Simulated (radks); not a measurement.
The numbers below are computed, except where a source is named.
Problem. Radial electron density D(r) = 4 pi r^2 rho(r) of an atom or ion with 36 electrons. Level of theory: scalar-relativistic Kohn-Sham, LDA (Slater exchange, VWN5 correlation), spin-unpolarised, spherical densities, finite nucleus; Fermi nuclear charge, rms radius of each element as measured or else 0.836 A^(1/3) + 0.57 fm (a radial shooting solver on a logarithmic mesh with Libxc functionals).

```
   r/bohr * D(r) (the largest magnitude, 55.5, reaches the edge; | marks zero)
 0.001772 |*
 0.002308 | *
 0.003005 |   *
 0.003913 |     *
 0.005136 |        *
 0.006688 |            *
 0.008708 |                  *
  0.01134 |                         *
  0.01476 |                                 *
  0.01923 |                                        *
  0.02503 |                                            *
   0.0326 |                                            *
  0.04245 |                                        *
  0.05572 |                                     *
  0.07255 |                                        *
  0.09447 |                                                *
    0.123 |                                                      *
   0.1602 |                                                 *
   0.2086 |                                    *
   0.2716 |                              *
   0.3536 |                                    *
   0.4605 |                                     *
   0.6044 |                        *
    0.787 |           *
    1.025 |      *
    1.334 |      *
    1.738 |    *
    2.263 | *
    2.946 |*
    3.836 *
    4.995 *
```

What is the nuclear charge?

Solution. Z = 37. The innermost maximum, from 1s, lies near gamma/Z bohr with gamma = sqrt(1 - (Z/c)^2) = 0.963, here 0.026 bohr (found: 0.0282), and its height grows with Z. The density is that of the rubidium ion Rb+ in [Kr]; the configuration itself is not fixed sharply by these data, and Z only to a few units. D(r) has 3 maxima, at r = 0.0282, 0.126, 0.412 bohr, and minima at 0.0580, 0.263 bohr, inside which lie 2.05, 11.04 electrons.
